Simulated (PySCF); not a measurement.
Al(Cl)(I)(OH) (AlClHIO), SMILES [OH][Al]([Cl])[I].

The structure is a stationary point at B3LYP-D3(BJ)/def2-SVP. The def2 effective core potentials stand for the cores of I; spin–orbit coupling is left out. The values are those of a single conformer.

Level of theory: B3LYP-D3(BJ)/def2-SVP run with PySCF.

Frequencies are harmonic and unscaled.

### Question
Estimate the vibrational spectrum. (Estimate from the structure and the level; the computed values follow.)

### Answer

| mode | ν (cm⁻¹) | IR (km/mol) | moving atoms (share of kinetic energy) |
|---|---|---|---|
| 1 | 116 | 5.6 | Cl 54 %, Al 19 %, I 16 %, O 10 % |
| 2 | 176 | 8.2 | O 60 %, I 14 %, H 13 %, Cl 10 % |
| 3 | 207 | 24.3 | Al 74 %, O 15 % |
| 4 | 315 | 18.7 | Al 40 %, Cl 22 %, O 21 %, I 16 % |
| 5 | 342 | 127.8 | H 89 %, O 10 % |
| 6 | 526 | 114.0 | H 58 %, Cl 18 %, Al 16 % |
| 7 | 586 | 301.9 | Al 47 %, H 22 %, Cl 17 %, O 13 % |
| 8 | 907 | 92.3 | O 49 %, Al 43 % |
| 9 | 3923 | 124.7 | H 94 % |
